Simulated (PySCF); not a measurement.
Two species compared at the same levels of theory.

First species: C7H11N.
Geometry (GFN2-xTB, Å), atoms numbered from 1 in this order:
```xyz
19
C7H11N angstrom
C     -1.2224    1.9505    0.0421
C     -0.7519    0.7824    0.4729
C     -0.5860    0.5575    1.8618
N     -0.4448    0.3659    2.9835
C     -0.3752   -0.3688   -0.4257
C     -1.2867   -1.5636   -0.1349
C      1.0982   -0.7488   -0.2267
C      2.0414    0.3941   -0.5820
H     -1.4877    2.7445    0.7204
H     -1.3548    2.1441   -1.0095
H     -0.5212   -0.0516   -1.4643
H     -2.3308   -1.2921   -0.2794
H     -1.0472   -2.3884   -0.8024
H     -1.1560   -1.8997    0.8921
H      1.2570   -1.0434    0.8134
H      1.3205   -1.6133   -0.8561
H      3.0758    0.0789   -0.4705
H      1.8737    1.2492    0.0694
H      1.8883    0.7119   -1.6115
```

Second species: C7H11N.
SMILES: `[H]/N=C/[C@@H]1[C@H]2CCC[C@@H]12`

Levels: PBE0/def2-SVPD for HOMO energy, LUMO energy, HOMO–LUMO gap and static isotropic polarisability; TDDFT PBE0/def2-SVPD for lowest singlet excitation; TDA PBE0/def2-SVPD for lowest triplet excitation (Tamm–Dancoff). Geometries: GFN2-xTB. All species are isolated and taken at one optimised geometry, non-relativistic unless stated. Electronic properties by PySCF.

The conformers computed, where there is a choice (atom-mapped SMILES and torsion angles):
- `[CH2:1]=[C:2]([C:3]#[N:4])[C@H:5]([CH3:6])[CH2:7][CH3:8]`: C1–C2–C5–C6 -117°, C2–C5–C7–C8 -62°

The conformers of `[H]/N=C/[C@@H]1[C@H]2CCC[C@@H]12` aren't listed.

Q: Which has the higher static isotropic polarisability?

A: The first: 87.1 au against 86.1 au, a difference of 1.0 au.

Q: Which has the higher S1 energy?

A: The first: 6.26 eV against 5.32 eV, a difference of 0.94 eV.

Q: Which has the higher T1 energy?

A: The second: 4.48 eV against 3.70 eV, a difference of 0.78 eV.

Q: Which of the two has the higher LUMO energy, and by how much?

A: The second: 0.04 eV against -1.39 eV, a difference of 1.43 eV.

Q: Which has the higher HOMO energy?

A: The second: -7.27 eV against -8.03 eV, a difference of 0.76 eV.

Q: Which of the two has the higher HOMO–LUMO gap, and by how much?

A: The second: 7.31 eV against 6.64 eV, a difference of 0.67 eV.

On the first: The vertical singlet–triplet gap S1 − T1 is 2.56 eV (TDDFT singlet less Tamm–Dancoff triplet; S1: HOMO→LUMO, weight 0.92; T1: HOMO→LUMO, weight 0.95). The principal polarisabilities are 78.3, 87.3 and 95.9 au; their mean is the isotropic value.

On the second: S1 lies 1.99 eV below the HOMO–LUMO gap; its leading configuration is HOMO→LUMO, weight 0.97. No computed singlet falls in the visible range (750 to 380 nm, 1.65 to 3.26 eV); S1 lies 2.06 eV above its blue end.
